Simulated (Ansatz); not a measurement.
Basis-set series for `FC1(F)OC1(F)F`. Total charge 0; spin multiplicity 1. The geometry is a stationary point of PBE0-D4/def2-TZVP.

```csv
functional,basis,functions,energy (Eh),HOMO (eV),LUMO (eV)
PBE0-D4,def2-SVP,98,-549.81150,-9.80,2.88
PBE0-D4,def2-QZVPP,399,-550.49863,-9.96,1.56
ωB97M-V,def2-SVP,98,-550.20829,-12.14,5.36
ωB97M-V,def2-QZVPP,399,-550.90614,-12.33,2.97
```

Give the rows for def2-TZVPP. (Best estimate.)

Ansatz gave: 
```json
{"functional": "PBE0-D4", "basis": "def2-TZVPP", "functions": "217", "energy (Eh)": "-550.47105", "HOMO (eV)": "-9.91", "LUMO (eV)": "1.91"}
{"functional": "ωB97M-V", "basis": "def2-TZVPP", "functions": "217", "energy (Eh)": "-550.88039", "HOMO (eV)": "-12.28", "LUMO (eV)": "3.57"}
```

Positive LUMOs are unbound and depend on the basis.
